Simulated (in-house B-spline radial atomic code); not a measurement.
Configurations of Dy VI (Dy5+), with energies counted from [Kr] 4d10 4f8 5s2 5p5. Level of theory: scalar-relativistic (X2C) BP86, spin-polarised, spherical fractional occupations, Fermi nucleus of rms radius 5.2218 fm; calculated with a radial B-spline atomic code at the basis-set limit. Shells without spins written out take the highest spin.

Occupations are held fixed; configurations that lie above the ionisation limit could autoionise.

| configuration | E - E(ref) (eV) | highest orbital | its <r> (bohr) |
| --- | --- | --- | --- |
| [Kr] 4d10 4f(5 up, 3 down) 5s2 5p(3 up, 2 down) | 7.4279 | 4f down | 0.7517 |
| [Kr] 4d10 4f8 5s2 5p4 6s1 | 39.993 | 6s up | 2.537 |
| [Kr] 4d10 4f7 5s2 5p5 6f1 | 58.777 | 6f up | 4.937 |
| [Kr] 4d10 4f(3 up, 5 down) 5s2 5p(2 up, 2 down) 5f(1 up, 0 down) | 68.587 | 5f up | 2.849 |
| [Kr] 4d9 4f8 5s2 5p5 5d1 | 172.13 | 5d up | 1.714 |
| [Kr] 4d(5 up, 4 down) 4f(7 up, 1 down) 5s2 5p(3 up, 2 down) 6p(1 up, 0 down) | 190.62 | 6p up | 2.849 |
| [Kr] 4d9 4f8 5s2 5p5 5f1 | 200.54 | 5f up | 2.748 |

(1) Order these further configurations by energy, lowest first.
A. [Xe] 4f(7 up, 0 down)
B. [Kr] 4d10 4f8 5s2 5p4 5d1
C. [Kr] 4d10 4f8 5s2 5p4 6f1
D. [Kr] 4d9 4f9 5s2 5p5
E. [Kr] 4d10 4f(4 up, 4 down) 5s2 5p(3 up, 2 down)

(2) How far above the reference does [Kr] 4d10 4f(2 up, 7 down) 5s2 5p(3 up, 1 down) lie?

(3) How far above the reference does [Kr] 4d9 4f8 5s2 5p6 lie?

(4) Is the reference the lowest configuration at this level of theory?

## Answers

(1) A (-12.712 eV), E (8.6028 eV), B (30.246 eV), C (69.181 eV), D (151.95 eV).

(2) 18.983 eV; its least bound orbital is 4f up with <r> = 0.7917 bohr.

(3) 139.96 eV; its least bound orbital is 4f down with <r> = 0.7348 bohr.

(4) No: [Xe] 4f(7 up, 0 down) lies 12.71 eV lower with this functional.
